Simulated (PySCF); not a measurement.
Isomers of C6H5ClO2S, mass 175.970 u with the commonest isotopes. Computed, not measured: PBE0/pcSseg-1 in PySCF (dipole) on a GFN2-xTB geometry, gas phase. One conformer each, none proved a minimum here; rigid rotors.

Task: Order these by rotational constant B, smallest first.
A. `[CH3:1][S:2][c:3]1[cH:4][cH:5][o:6][c:7]1[C:8](=[O:9])[Cl:10]` with C1–S2–C3–C4 0°, O6–C7–C8–O9 180°
B. `[CH3:1][S:2][c:3]1[cH:4][cH:5][c:6]([C:7](=[O:8])[Cl:9])[o:10]1` with C1–S2–C3–C4 180°, C5–C6–C7–O8 0°
C. `[CH3:1][S:2][c:3]1[cH:4][o:5][c:6]([C:7](=[O:8])[Cl:9])[cH:10]1` with C1–S2–C3–C4 0°, O5–C6–C7–O8 180°
D. `[CH3:1][O:2][c:3]1[cH:4][cH:5][s:6][c:7]1[C:8](=[O:9])[Cl:10]` with C1–O2–C3–C4 -1°, S6–C7–C8–O9 180°

Result: C (444.0 MHz), B (639.2 MHz), A (701.1 MHz), D (829.0 MHz).

Task: Order these by radius of gyration √(Σ m r²/M), smallest first.
A. `[CH3:1][O:2][c:3]1[cH:4][cH:5][s:6][c:7]1[C:8](=[O:9])[Cl:10]` with C1–O2–C3–C4 -1°, S6–C7–C8–O9 180°
B. `[CH3:1][S:2][c:3]1[cH:4][cH:5][o:6][c:7]1[C:8](=[O:9])[Cl:10]` with C1–S2–C3–C4 0°, O6–C7–C8–O9 180°
C. `[CH3:1][S:2][c:3]1[cH:4][o:5][c:6]([C:7](=[O:8])[Cl:9])[cH:10]1` with C1–S2–C3–C4 0°, O5–C6–C7–O8 180°
D. `[CH3:1][S:2][c:3]1[cH:4][cH:5][c:6]([C:7](=[O:8])[Cl:9])[o:10]1` with C1–S2–C3–C4 180°, C5–C6–C7–O8 0°
E. `[O:1]=[S:2](=[O:3])([Cl:4])[c:5]1[cH:6][cH:7][cH:8][cH:9][cH:10]1` with O1–S2–C5–C6 23°

Result: E (2.221 Å), A (2.315 Å), B (2.387 Å), D (2.465 Å), C (2.715 Å).

Task: Order these by dipole moment, smallest first.
A. `[CH3:1][O:2][c:3]1[cH:4][cH:5][s:6][c:7]1[C:8](=[O:9])[Cl:10]` with C1–O2–C3–C4 -1°, S6–C7–C8–O9 180°
B. `[CH3:1][S:2][c:3]1[cH:4][o:5][c:6]([C:7](=[O:8])[Cl:9])[cH:10]1` with C1–S2–C3–C4 0°, O5–C6–C7–O8 180°
C. `[CH3:1][S:2][c:3]1[cH:4][cH:5][c:6]([C:7](=[O:8])[Cl:9])[o:10]1` with C1–S2–C3–C4 180°, C5–C6–C7–O8 0°

Result: C (4.43 D), B (5.31 D), A (6.20 D).

| SMILES | point group | Ia (u·Å²) | Ib (u·Å²) | Ic (u·Å²) | κ | μa (D) | μb (D) | μc (D) |
| --- | --- | --- | --- | --- | --- | --- | --- | --- |
| CSc1coc(C(=O)Cl)c1 | Cs | 160.63 | 1138.17 | 1295.56 | -0.96 | 4.76 | 2.36 | 0.00 |
| COc1ccsc1C(=O)Cl | Cs | 335.03 | 609.61 | 941.42 | -0.40 | 5.37 | 3.10 | 0.01 |
| CSc1ccoc1C(=O)Cl | Cs | 283.31 | 720.79 | 1000.86 | -0.69 | 4.72 | 3.91 | 0.01 |
| CSc1ccc(C(=O)Cl)o1 | Cs | 280.01 | 790.70 | 1067.49 | -0.75 | 4.43 | 0.07 | 0.00 |
| O=S(=O)(Cl)c1ccccc1 | Cs | 256.66 | 730.88 | 748.16 | -0.98 | 5.06 | 0.00 | 1.45 |
